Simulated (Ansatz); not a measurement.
Reaction (ligand exchange at the Si–N bond): `N[SiH2][GeH3]` + H₂S → `S[SiH2][GeH3]` + NH₃

Gas-phase electronic energies from Ansatz, PBE0-D4/def2-TZVP geometries. CBS: MP2 limit from def2 TZ/QZ plus the TZ coupled-cluster correction, frozen cores. This one scheme is used for every species. DFT in def2-TZVPP. B3LYP here is the variant with VWN-RPA as its local correlation; programs differ in this. For Ge outer-core shells are correlated without core-valence functions, which leaves a few kJ/mol of doubt a bond. Scalar relativity is left out up to krypton. Each species was taken in one conformer, which may not be the lowest.

`N[SiH2][GeH3]`:

Z-matrix (Å, degrees):
```
Si
Ge 1 2.379
N 1 1.723 2 108.4
H 1 1.496 2 107.9 3 -126.0
H 1 1.487 2 110.7 3 117.5
H 2 1.539 1 111.0 3 173.1
H 2 1.542 1 110.4 3 53.9
H 2 1.538 1 111.7 3 -65.9
H 3 1.008 1 119.6 2 166.2
H 3 1.007 1 119.8 2 -51.1
```

H₂S:

Cartesian coordinates in Å:
```
S -0.018 -0.598 0.159
H -0.395 0.536 0.767
H 0.413 0.062 -0.926
```

`S[SiH2][GeH3]`:

Cartesian coordinates in Å:
```
S 1.733 1.725 0.008
Si 0.501 0.235 0.932
Ge -1.114 -0.601 -0.601
H 2.115 0.938 -1.013
H 1.317 -0.881 1.481
H -0.151 0.947 2.060
H -1.946 -1.735 0.023
H -0.395 -1.155 -1.844
H -2.060 0.525 -1.046
```

NH₃:

Cartesian coordinates in Å:
```
N 0.144 0.237 -0.047
H 0.469 -0.240 0.784
H -0.844 0.417 0.080
H 0.231 -0.415 -0.817
```

Q: Is it downhill or uphill in electronic energy at CCSD(T)/CBS, and by how much? (Estimate.)

A: The calculation gave: Downhill: ΔE = -4.4 kcal/mol.

Q: What do these levels give: LDA (SPW92), B3LYP-D4, PBE0, r2SCANh, CAM-B3LYP, RPA@PBE/def2-TZVPP? (Best estimate.)

A: Computed: LDA (SPW92) -4.3, B3LYP-D4 -3.8, PBE0 -5.3, r2SCANh -4.8, CAM-B3LYP -2.0, RPA@PBE/def2-TZVPP -3.2 kcal/mol.

Largest T1 diagnostic among the species: 0.012.

Leaving LDA and LC-ωPBE aside and taking each functional with its dispersion term where it has one, the values, not all of them listed here, spread over 3.7 kcal/mol, from revPBE-D4 to CAM-B3LYP-D4. LDA lies +1.5 kcal/mol from PBE without D4. At CCSD(T), def2-SVP lies +1.2 kcal/mol from the extrapolated value and def2-TZVPP +0.6 kcal/mol. In def2-TZVPP, CCSD(T) changes the Hartree–Fock value by −2.0 kcal/mol (the triples alone add −0.6 kcal/mol) and MP2 by −2.6 kcal/mol.
